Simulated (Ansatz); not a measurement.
Total energies of C2H8AlFSi (`[CH3][AlH][SiH2]CF`).

```
atom   x (Å)   y (Å)   z (Å)
  C1   0.383  -2.287   0.206
 Al2  -0.672  -0.691   0.599
 Si3   0.427   1.506   0.784
  C4  -0.201   1.583  -1.038
  F5  -0.845   0.264  -1.220
  H6  -0.177  -2.992  -0.416
  H7   1.322  -2.058  -0.305
  H8   0.639  -2.813   1.132
  H9  -2.188  -0.788   1.072
 H10  -0.152   2.673   1.507
 H11   1.906   1.691   0.754
 H12  -0.996   2.296  -1.251
 H13   0.553   1.617  -1.823
```

The species carries charge 0 and has multiplicity 1. All single points use the PBE0-D4/def2-TZVP geometry. It is one conformer, not always the lowest. Basis def2-TZVPP, the Gaussian-basis code of Ansatz.

RPA on PBE orbitals: Hartree–Fock energy of these orbitals -710.69411 Eh, correlation -1.39375 Eh (frozen core).

```csv
functional,energy without D4 (Eh),D4 term (kJ/mol)
LDA (SPW92),-709.23748,–
PBE,-712.36762,-25.6
r2SCAN,-712.72413,-6.5
PBE0,-712.43573,-21.9
r2SCANh,-712.71205,-6.9
r2SCAN0,-712.69515,-7.7
HSE06 (plane-wave form),-712.41345,-20.6
BHLYP,-712.78210,-33.4
LC-ωPBE,-712.59567,–
ωB97M-V,-712.75159,–
```

(1) Give the same for revPBE, BLYP, B97M-V, B3LYP, CAM-B3LYP, ωB97X-V, B2PLYP, PBE-QIDH. (An estimate is asked.)

B3LYP takes the VWN-RPA correlation (the form of Gaussian; ORCA's B3LYP/G). HSE06 is the plane-wave form, built on full-range PBE exchange. The double hybrids freeze the cores in their second-order part.

## Answers

(1) Ansatz gave: 
```csv
functional,energy without D4 (Eh),D4 term (kJ/mol)
revPBE,-712.69570,-72.8
BLYP,-712.80900,-55.1
B97M-V,-712.70760,–
B3LYP,-712.92412,-41.3
CAM-B3LYP,-712.81061,-22.5
ωB97X-V,-712.73080,–
B2PLYP,-712.49776,–
PBE-QIDH,-712.23838,–
```

LC-ωPBE has ω = 0.4 bohr⁻¹.
